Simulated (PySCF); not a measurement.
trichloro(fluoro)methane (CCl₃F), SMILES FC(Cl)(Cl)Cl.

Geometry: B3LYP-D3(BJ)/def2-SVP.

Two levels are set side by side: TDDFT-PBE/def2-SVPD (PySCF) and TDDFT-CAM-B3LYP/def2-SVPD (PySCF). Vertical, same geometry. The lowest singlet is HOMO→LUMO 99 % with PBE and HOMO→LUMO 91 % with the other functional; states are paired by order. Differences are taken from unrounded values.

| quantity | TDDFT-CAM-B3LYP | TDDFT-PBE | TDDFT-PBE minus TDDFT-CAM-B3LYP |
|---|---|---|---|
| lowest singlet excitation (eV) | 6.32 | 5.40 | -0.92 |
| lowest triplet excitation (TDA) (eV) | 5.67 | 5.01 | -0.66 |

Functionals without exact exchange tend to place singlet excitations lower, as here. Differences between two approximate levels are no errors against the true value.

Rough cost on one machine, each run with all the roots and properties that it gave: TDDFT-CAM-B3LYP against TDDFT-PBE about 6 times.
